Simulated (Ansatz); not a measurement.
Reaction (substitution at a C–N bond): `C=CN(C)[SiH2]Cl` + H–F → `C=CF` + `CN[SiH2]Cl`

Isolated molecules relaxed with PBE0-D4/def2-TZVP in Ansatz; ΔE leaves out vibrations. CCSD(T)/CBS adds triple-zeta CCSD(T) − MP2 to the extrapolated MP2 energy (def2 sets, frozen cores). This one scheme is used for every species. DFT in def2-TZVPP. B3LYP here is the variant with VWN-RPA as its local correlation; programs differ in this. One conformer a species, not always the lowest.

`C=CN(C)[SiH2]Cl`:

Z-matrix (Å, degrees):
```
C
N 1 1.447
H 1 1.091 2 109.9
H 1 1.095 2 110.4 3 -119.4
H 1 1.096 2 111.5 3 120.2
C 2 1.385 1 117.3 3 178.0
Si 2 1.715 1 120.3 3 -13.3
C 6 1.333 2 126.7 1 -0.7
H 6 1.087 2 113.7 1 -179.9
Cl 7 2.063 2 113.2 1 -76.7
H 7 1.478 2 108.6 1 40.7
H 7 1.477 2 107.9 1 164.8
H 8 1.081 6 119.4 2 -178.5
H 8 1.082 6 123.1 2 1.4
```

H–F:

Z-matrix (Å, degrees):
```
F
H 1 0.920
```

`C=CF`:

Cartesian coordinates in Å:
```
C -0.370 0.182 0.568
C 0.288 -0.110 -0.535
F 1.227 -1.060 -0.576
H -0.177 -0.339 1.497
H -1.120 0.960 0.545
H 0.150 0.367 -1.499
```

`CN[SiH2]Cl`:

Cartesian coordinates in Å:
```
C -0.429 -0.489 1.253
N 0.141 -0.662 -0.069
Si 0.203 0.566 -1.239
Cl 1.500 2.124 -0.797
H 0.296 -0.127 1.991
H -0.855 -1.428 1.618
H -1.242 0.239 1.205
H 0.838 -1.389 -0.116
H 0.679 -0.030 -2.506
H -1.132 1.197 -1.340
```

Question: Is it downhill or uphill in electronic energy at CCSD(T)/CBS, and by how much? (Estimate.)

Answer: Ansatz gave: Uphill: ΔE = +52.1 kJ/mol.

Question: What do these levels give: B3LYP-D4, ωB97X-V, BLYP, PBE0, LC-ωPBE, MP2/CBS(def2)? (Best estimate.)

Answer: The calculation gave: B3LYP-D4 41.5, ωB97X-V 37.2, BLYP 21.0, PBE0 38.5, LC-ωPBE 34.3, MP2/CBS(def2) 66.0 kJ/mol.

Largest T1 diagnostic among the species: 0.012.

From PBE to PBE0 (25 % exact exchange), in def2-TZVPP and without D4, ΔE moves by +3.7 kJ/mol. The D4 term adds +15.0 kJ/mol with B3LYP and +8.5 kJ/mol with PBE0; it sums over pairs of atoms, weighted by their polarisabilities, and B3LYP, whose exchange is more repulsive, gets the larger term. In def2-TZVPP, CCSD(T) changes the Hartree–Fock value by +30.8 kJ/mol (the triples alone add +4.7 kJ/mol) and MP2 by +44.7 kJ/mol.
